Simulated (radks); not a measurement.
Polarisability of neutral lithium, [He] 2s1, at imaginary frequency. Method: non-relativistic Kohn-Sham, exchange-only LDA, spin-polarised, spherical densities, point nucleus; open shells are filled with parallel spins first; computed with a radial shooting solver on a logarithmic mesh with Libxc functionals. Response by self-consistent Sternheimer equations with the Hartree and adiabatic exchange-only LDA kernel.

| w (hartree) | alpha1(iw) (bohr^3) | alpha2(iw) (bohr^5) |
|---|---|---|
| 0.00266 | 152.2 | 2090 |
| 0.0143 | 146.6 | 2065 |
| 0.0360 | 121.7 | 1934 |
| 0.0697 | 78.70 | 1608 |
| 0.118 | 41.75 | 1132 |
| 0.186 | 20.61 | 683.9 |
| 0.280 | 10.17 | 373.5 |
| 0.413 | 5.104 | 192.4 |
| 0.605 | 2.603 | 95.17 |
| 0.892 | 1.341 | 45.16 |
| 1.35 | 0.6906 | 20.23 |
| 2.12 | 0.3452 | 8.283 |
| 3.59 | 0.1534 | 2.924 |
| 6.94 | 0.05103 | 0.7931 |
| 17.5 | 0.009217 | 0.1256 |

Static values: alpha1 = 152.4 bohr^3 (22.59 angstrom^3; uncoupled 184.2), alpha2 = 2091 bohr^5, alpha3 = 64030 bohr^7. C6 = 1261, C8 = 110800, triple-dipole C9 = 143400 atomic units. One-pole (London) frequency 4 C6 / (3 alpha1^2) = 0.072 hartree, against 0.100 for minus the highest occupied eigenvalue. The dipole shielding factor is 1.000, as the force sum rule N/Z = 1.000 demands. Recommended static value: 164.113 bohr^3 (Schwerdtfeger and Nagle, 2023 table).
